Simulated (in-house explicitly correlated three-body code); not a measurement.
Computed with an exponentially correlated three-body code. Model: two electrons around a point charge, non-relativistic, variational in 260 exponentially correlated functions (energies converged to about 1e-7 hartree, or 1e-8 relative for large Z).

For two electrons in a singlet the Kohn-Sham orbital is the square root of half the density, so the exact Kohn-Sham potential and energy parts follow from the density alone, and exchange is minus half the Hartree energy. The Kohn-Sham level equals minus the binding energy of the second electron.

Command:
```bash
python run_hyl.py task.json out
```
Settings (lengths in bohr, energies in hartree):
```
Z                      2.72
interaction_strength   1
functions              260
states_tried           13
```

Cost of the run: 31 s on 1 thread of Intel(R) Xeon(R) Platinum 8488C (Sapphire Rapids) (shared host).

**Those bound S and P states to n = 4 that converged, binding against the one-electron ion.**

Given: nuclear charge 2.72.

Computed: one-electron threshold -3.6992 hartree.

| term | energy (hartree) | binding (eV) | quantum defect |
| --- | --- | --- | --- |
| 1 1S | -5.85305438 | 58.609 | 0.17128 |
| 2 3S | -4.16263431 | 12.611 | 0.21343 |
| 2 1S | ? | ? | ? |
| 2 3P | -4.09081423 | 10.656 | 0.056501 |
| 2 1P | -4.06418417 | 9.9317 | -0.013151 |
| 3 3S | ? | ? | ? |
| 3 1S | -3.87347105 | 4.7422 | 0.086595 |
| 3 3P | -3.87008826 | 4.6501 | 0.057901 |
| 3 1P | -3.86205412 | 4.4315 | -0.013798 |
| 4 3S | -3.8018304 | 2.7927 | 0.20357 |
| 4 1S | -3.79574876 | 2.6272 | 0.085826 |
| 4 3P | -3.79440247 | 2.5906 | 0.058248 |
| 4 1P | -3.79101213 | 2.4983 | -0.013871 |

(1) What belongs in the row 2 1S?

(2) What belongs in the row 3 3S?

**Electric-dipole lines between converged S and P states, rate of the upper state's decay.**

```
s state  p state  p minus s (eV)  oscillator strength from s  rate (1/s)
   1 1S     2 1P          48.678                     0.41816  1.4331e+10
   1 1S     3 1P          54.178                     0.10337  4.3886e+09
   1 1S     4 1P          56.111                    0.041066  1.8701e+09
   2 1S     2 1P          1.0954                     0.24198  4.1998e+06
   2 1S     3 1P          6.5957                     0.23609  1.4855e+08
   2 1S     4 1P          8.5288                    0.068453   7.202e+07
   3 1S     2 1P         -5.1896                    -0.10302  1.2039e+08
   3 1S     3 1P         0.31067                      0.4106      573200
   3 1S     4 1P          2.2438                     0.24057  1.7519e+07
   4 1S     2 1P         -7.3045                   -0.020024  4.6361e+07
   4 1S     3 1P         -1.8043                    -0.22229  3.1399e+07
   4 1S     4 1P         0.12889                     0.56669      136170
   2 3S     2 3P               ?                           ?           ?
   2 3S     3 3P               ?                           ?           ?
   2 3S     4 3P           10.02                    0.051283  7.4474e+07
   3 3S     2 3P         -5.5008                    -0.13162  1.7282e+08
   3 3S     3 3P         0.50546                     0.58402  2.1582e+06
   3 3S     4 3P           2.565                     0.15574   1.482e+07
   4 3S     2 3P         -7.8637                    -0.02341  6.2815e+07
   4 3S     3 3P         -1.8574                    -0.28409  4.2528e+07
   4 3S     4 3P         0.20212                     0.80054      473050
```

(3) What belongs in the row 2 3S 2 3P?

(4) What belongs in the row 2 3S 3 3P?

**Exact Kohn-Sham parts of the ground state from its density.**

Computed: total energy -5.85305438 hartree; Kohn-Sham kinetic 5.8139 hartree; Hartree energy 2.9516 hartree; DFT correlation energy -0.043211 hartree; kinetic part of the DFT correlation energy 0.039159 hartree; potential part of the DFT correlation energy -0.08237 hartree; exact minus restricted Hartree-Fock -0.043189 hartree; Kohn-Sham level -58.609 eV; dipole polarisability 0.30445 bohr³; C6 of two such species 0.15486 hartree·bohr⁶.

(5) What is the exchange energy?

(6) What is the restricted Hartree-Fock level?

**Density and exact potentials over r, pair density (one pair, times 4 pi r12^2) and exact minus Kohn-Sham pair density over r12.**

| radius (bohr) | radial density (electrons/bohr) | exchange potential (hartree) | intracule density (1/bohr) | Coulomb hole against Kohn-Sham (1/bohr) | correlation potential (hartree) |
| --- | --- | --- | --- | --- | --- |
| 0.0793 | 0.51392 | -2.3548 | 0.030453 | -0.01219 | -0.042 |
| 0.0924 | 0.65061 | -2.3381 | 0.041424 | -0.01594 | -0.038 |
| 0.108 | 0.81803 | -2.3162 | 0.056606 | -0.02077 | -0.034 |
| 0.126 | 1.0121 | -2.2886 | 0.076871 | -0.0267 | -0.029 |
| 0.146 | 1.2228 | -2.2554 | 0.10263 | -0.03352 | -0.023 |
| 0.171 | 1.4712 | -2.2111 | 0.13919 | -0.04205 | -0.015 |
| 0.199 | 1.7219 | -2.1587 | 0.18514 | -0.05116 | -0.008 |
| 0.232 | 1.9729 | -2.0944 | 0.2447 | -0.06072 | 0 |
| 0.27 | 2.1987 | -2.0187 | 0.31836 | -0.06949 | 0.008 |
| 0.315 | ? | ? | ? | ? | ? |
| 0.367 | 2.489 | -1.8262 | 0.5132 | -0.07841 | 0.021 |
| 0.428 | 2.5011 | -1.7106 | 0.62739 | -0.07422 | 0.025 |
| 0.498 | 2.4037 | -1.5862 | 0.73938 | -0.06211 | 0.026 |
| 0.581 | 2.192 | -1.4514 | 0.83754 | -0.04156 | 0.025 |
| 0.677 | 1.8858 | -1.313 | 0.89987 | -0.01528 | 0.022 |
| 0.789 | 1.5162 | -1.1737 | 0.90797 | 0.01186 | 0.017 |
| 0.92 | 1.1265 | -1.0374 | 0.84892 | 0.03333 | 0.013 |
| 1.07 | 0.7702 | -0.9102 | 0.72692 | 0.04341 | 0.008 |
| 1.25 | ? | ? | ? | ? | ? |
| 1.46 | 0.25157 | -0.68086 | 0.37185 | 0.02905 | 0.003 |
| 1.7 | 0.11879 | -0.58685 | 0.21594 | 0.01539 | 0.002 |
| 1.98 | 0.047571 | -0.50465 | 0.10509 | 0.005301 | 0.001 |

(7) What belongs in the row 0.315?

(8) What belongs in the row 1.25?

Results:

(1) energy (hartree): -4.10444009; binding (eV): 11.027; quantum defect: 0.089455.

(2) energy (hartree): -3.88866368; binding (eV): 5.1556; quantum defect: 0.20585.

(3) p minus s (eV): 1.9543; oscillator strength from s: 0.35108; rate (1/s): 1.9395e+07.

(4) p minus s (eV): 7.9606; oscillator strength from s: 0.16019; rate (1/s): 1.4683e+08.

(5) -1.4758 hartree.

(6) -58.958 eV.

(7) radial density (electrons/bohr): 2.3811; exchange potential (hartree): -1.9286; intracule density (1/bohr): 0.40903; Coulomb hole against Kohn-Sham (1/bohr): -0.07612; correlation potential (hartree): 0.015.

(8) radial density (electrons/bohr): 0.46839; exchange potential (hartree): -0.78941; intracule density (1/bohr): 0.5552; Coulomb hole against Kohn-Sham (1/bohr): 0.04084; correlation potential (hartree): 0.005.

The correlation energy of density-functional theory lies 0.023 millihartree below exact minus Hartree-Fock, because the Hartree-Fock density, unlike the exact one, minimises the Hartree-Fock energy.
